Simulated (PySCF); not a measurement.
Si(F)(Cl)(Br)(OH) (BrClFHOSi), SMILES O[Si](F)(Cl)Br. Geometry optimised at PBE-D3(BJ)/def2-SVP. This is a generated structure with no PubChem entry under its InChIKey; it may be hypothetical. One conformer was computed; it need not be the lowest.

The numbers are results of PySCF with PBE-D3(BJ)/def2-SVP, not measurements.

Harmonic wavenumbers (cm⁻¹): 122, 148, 218, 247, 254, 288, 431, 585, 783, 872, 960, 3757. Rotational constants (GHz): 2.705, 1.224, 1.081; symmetry number 1.

Q: Work out the zero-point energy and the ideal-gas rigid-rotor harmonic-oscillator thermochemistry at 298.15 K and 1 atm.

A: ZPE = ½ Σ hcν = ½ × 8665 cm⁻¹ = 51.83 kJ/mol. H − E(el) = 72.03 kJ/mol. Entropy in J/(mol K): translation 173.47, rotation 120.86, vibration 60.69, total 355.03. G − E(el) = -33.83 kJ/mol. Cp = 95.93 J/(mol K). Modes under 150 cm⁻¹ make the vibrational entropy uncertain.
